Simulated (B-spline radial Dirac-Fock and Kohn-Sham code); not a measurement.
# Binding energies of Ni²⁺

System: the Ni²⁺ ion, configuration [Ar] 3d8; nuclear rms radius 3.7757 fm (A = 58).

Input of the calculation (task.json; shells as n, l, electrons):

```json
{"items": [{
  "Z": 28,
  "q": 2,
  "cfg": [[1, 0, 2], [2, 0, 2], [2, 1, 6], [3, 0, 2], [3, 1, 6], [3, 2, 8]],
  "A": 58,
  "rrms": 3.7757,
  "do": ["binding"]
}]}
```

Launch: `python xray_run.py task.json out`

Method: ΔSCF Dirac-Fock with Breit, self-energy and vacuum polarisation, finite nucleus, configuration average. Computed with a radial atomic solver. The model has no electron correlation. Energies are counted from the vacuum level.

All terms are in eV, carry their sign (relaxation lowers the binding energy) and add up to the binding energy; ⟨r⟩ is the mean radius of the orbital in the initial state.

| subshell | −ε (Koopmans) | relaxation | Gaunt | retardation | self-energy | vacuum polarisation | binding energy | ⟨r⟩ (bohr) |
| --- | --- | --- | --- | --- | --- | --- | --- | --- |
| K | 8426.6 | -44.59 | -10.49 | 0.66 | -5.09 | 0.45 | 8367.5 | 0.054 |
| L1 | 1070.8 | -21.30 | -0.69 | 0.01 | -0.52 | 0.04 | 1048.4 | 0.243 |
| L2 | 931.9 | -23.07 | -1.30 | 0.13 | 0.06 | 0.00 | 907.7 | 0.213 |
| L3 | 914.1 | -22.80 | -0.90 | 0.15 | 0.02 | 0.00 | 890.6 | 0.216 |
| M1 | 155.6 | -5.08 | -0.07 | 0.00 | -0.08 | 0.01 | 150.4 | 0.741 |
| M2 | 111.1 | -4.72 | -0.13 | 0.02 | 0.01 | 0.00 | 106.3 | 0.774 |
| M3 | 108.7 | -4.58 | -0.08 | 0.02 | 0.00 | 0.00 | 104.1 | 0.784 |
| M4,5 | 38.03 | -3.54 | 0.01 | 0.00 | 0.00 | 0.00 | 34.50 | 0.952 |

For the deepest level, K (1s), the Breit terms make up -0.118 % of the binding energy, QED -0.055 % and orbital relaxation -0.533 %.

Spin-orbit splittings: 2p 17.10 eV, 3p 2.17 eV.

Going to the tabulated ground configuration of the next ion removes an electron from M4,5 (3d), computed at 34.50 eV. NIST lists 35.187 ± 0.019 eV as the ionisation energy of this species (measured), +0.68 eV from the computed value. Where a p, d or f shell is open in either ion the computed value averages over both j values and all terms, while the table refers to the lowest levels; that difference holds spin-orbit splitting (largest in heavy or highly charged ions), term energies where several electrons share open shells, and correlation, and it can reach 10 % or more.
